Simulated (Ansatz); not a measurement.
Reaction (ligand exchange at a B–O bond): `BO[SiH2][GeH2][F]` + `C=N` → `BN=C` + `O[SiH2][GeH2][F]`

Computed with Ansatz on PBE0-D4/def2-TZVP structures; ΔE is electronic, products minus reactants. CCSD(T)/CBS is the MP2 limit (def2-TZVPP, def2-QZVPP) plus CCSD(T) − MP2 in def2-TZVPP, frozen cores. This one scheme is used for every species. DFT in def2-TZVPP. For Ge outer-core shells are correlated without core-valence functions, which leaves a few kJ/mol of doubt a bond. Scalar relativity is left out up to krypton. One conformer a species, not always the lowest.

```csv
species,PBE0-D4 energy (Eh)
`BO[SiH2][GeH2][F]`,-2569.62206
`C=N`,-94.55263
`BN=C`,-119.99625
`O[SiH2][GeH2][F]`,-2544.17775
```

**Question.** Work out ΔE.

**Answer.** ΔE = (-119.99625) + (-2544.17775) − (-2569.62206) − (-94.55263) = 0.00069 Eh = +1.8 kJ/mol. CCSD(T)/CBS gives +17.4 kJ/mol.

Largest T1 diagnostic among the species: 0.016.

In def2-TZVPP, CCSD(T) changes the Hartree–Fock value by −21.4 kJ/mol (the triples alone add −3.4 kJ/mol) and MP2 by −23.3 kJ/mol. From PBE to PBE0 (25 % exact exchange), in def2-TZVPP and without D4, ΔE moves by +11.5 kJ/mol.
